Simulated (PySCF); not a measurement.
C₂H₄ClGaO, SMILES [Cl][Ga]([OH])[CH]=C. Atoms are numbered in the order given.

```xyz
9

Ga     0.1326     0.0079     0.0000
Cl    -0.6142     2.0441     0.0000
C     -0.9974    -1.5649     0.0000
C     -0.4645    -2.7953     0.0000
H     -2.0870    -1.4486     0.0000
H     -1.0899    -3.6968     0.0000
H      0.6183    -2.9617     0.0000
O      1.9083    -0.1736     0.0000
H      2.3938     0.6615     0.0000
```

Geometry optimised at B3LYP-D3(BJ)/def2-SVP. The structure was generated by enumeration; whether it is a known compound was not checked. One conformer was computed; it need not be the lowest.

Method: B3LYP/pcSseg-1 (PySCF).

GIAO shieldings, no solvent; atoms listed in one row are averaged. δ = σ(ref) − σ: ³⁵Cl against HCl (σ = 933.3 ppm); ¹³C against TMS (σ = 181.3 ppm); ¹H against TMS (σ = 31.68 ppm); ¹⁷O against H2O (σ = 333.8 ppm), references at their B3LYP-D3(BJ)/def2-TZVP geometries, non-relativistic (without spin–orbit terms, shifts of atoms bonded to Cl or Br come out too high).

Computed chemical shifts:
```csv
nucleus,atoms,count,δ (ppm)
³⁵Cl,Cl2,1,44.0
¹³C,C4,1,155.3
¹³C,C3,1,143.4
¹H,H6,1,7.02
¹H,H7,1,6.89
¹H,H5,1,6.47
¹H,H9,1,3.02
¹⁷O,O8,1,91.1
```
